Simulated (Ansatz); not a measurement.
CH6ClNSi2 can be A, `[SiH3][C@@H]1N[Si@H]1Cl`, or B, `Cl[SiH]1C[SiH2]N1`.

Calculated with Ansatz (gas phase, PBE0-D4/def2-TZVP geometries, no zero-point term in ΔE). CCSD(T)/CBS is the MP2 limit (def2-TZVPP, def2-QZVPP) plus CCSD(T) − MP2 in def2-TZVPP, frozen cores. Functionals use def2-TZVPP. B3LYP here is the variant with VWN-RPA as its local correlation; programs differ in this.

A:

```xyz
11

Si    0.101    1.455    0.967
C    -0.147    0.256   -0.435
N    -1.043   -0.940   -0.094
Si    0.518   -1.438   -0.533
Cl    0.894   -2.221   -2.379
H    -1.166    2.160    1.307
H     0.571    0.719    2.169
H     1.124    2.467    0.584
H    -0.310    0.695   -1.423
H    -1.897   -1.027   -0.624
H     1.355   -2.127    0.461
```

B:

```xyz
11

Cl   -2.664    0.039   -1.217
Si   -1.195   -0.309    0.188
C     0.384   -1.029   -0.515
Si    1.203    0.577    0.042
N    -0.334    1.095    0.670
H    -1.886   -1.044    1.273
H     0.742   -1.928   -0.013
H     0.366   -1.198   -1.591
H     2.260    0.421    1.078
H     1.751    1.435   -1.043
H    -0.627    1.941    1.127
```

(1) Which is lower in electronic energy at CCSD(T)/CBS, and by how much? (Estimate.)

(2) Give E(B) − E(A) in kJ/mol with HF/def2-TZVPP, B3LYP-D4, CCSD(T)/def2-TZVPP, r2SCAN-D4, CCSD/def2-TZVPP, BLYP-D4, B3LYP. (An estimate is asked.)

(3) Does the order hold for the free energy at 298.15 K (harmonic terms from PBE0-D4)? (Best estimate.)

Largest T1 diagnostic: 0.012.

Results:

(1) Computed: B, by 271.3 kJ/mol.

(2) The calculation gave: HF/def2-TZVPP -278.1, B3LYP-D4 -262.4, CCSD(T)/def2-TZVPP -267.6, r2SCAN-D4 -266.9, CCSD/def2-TZVPP -270.7, BLYP-D4 -249.9, B3LYP -258.4. None reverses the order clearly.

(3) Ansatz gave: Yes: G(B) − G(A) = -258.2 kJ/mol.

The D4 term adds −3.9 kJ/mol with B3LYP and −1.9 kJ/mol with PBE0; it sums over pairs of atoms, weighted by their polarisabilities, and B3LYP, whose exchange is more repulsive, gets the larger term. Leaving LDA and LC-ωPBE aside and taking each functional with its dispersion term where it has one, the values, not all of them listed here, spread over 27.7 kJ/mol, from PBE-QIDH to BLYP-D4. LDA lies −12.1 kJ/mol from PBE without D4.
